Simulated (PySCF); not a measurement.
Computed properties of hydrogen bromide (BrH), SMILES Br

hydrogen bromide (BrH), SMILES Br. Geometry optimised at PBE0-D3(BJ)/def2-TZVPD. One conformer was computed; it need not be the lowest. All values are computed for the isolated molecule unless a solvent is named; none is compared with measurement here.

**Structure.** The optimised structure has C∞v symmetry. All 1 harmonic modes at PBE0-D3(BJ)/def2-TZVPD (PySCF) are real, so it is a minimum.

**Vibrations.** The strongest infrared lines (harmonic, unscaled, degenerate partners summed) lie at 2671 cm⁻¹ (14 km/mol, H 99 %). The softest mode is at 2671 cm⁻¹ and the zero-point energy is 3.8 kcal/mol.

**Electronic structure.** CAM-B3LYP/def2-TZVPD (PySCF) places the frontier levels at -10.17 and 0.31 eV, a gap of 10.48 eV, and gives a dipole moment of 0.88 D and a mean polarisability of 24.3 bohr³. PBE/def2-TZVPD (PySCF) at the same geometry gives -7.47 and -1.35 eV, so its gap is 4.36 eV narrower. An orbital gap is neither the optical nor the fundamental gap.

**Excitations.** TDDFT-ωB97X/def2-TZVPD (PySCF) has S1 at 6.83 eV (182 nm, f = 0.027, weak); the most intense of the 10 singlets computed lies at 8.88 eV (f = 0.39). Strengths of degenerate partners are summed. T1 (TDA) is at 6.25 eV. TDDFT-PBE/def2-TZVPD (PySCF) puts S1 at 6.35 eV. No vertical singlet excitation falls in the visible range (under 3.1 eV).

**NMR.** GIAO shifts at HF/pcSseg-2 (PySCF) (non-relativistic, atoms alike by connectivity averaged): ¹H at 1.6 ppm against TMS. Without spin–orbit terms, shifts of atoms bonded to Cl or Br come out too high.

**Solvation.** SMD-PBE0/def2-SVP (PySCF) gives -1.8 kcal/mol in water, -3.8 kcal/mol in 2-propanol, -3.7 kcal/mol in acetone (1 M in both phases, gas-phase geometry); of these solvents 2-propanol holds the molecule best.
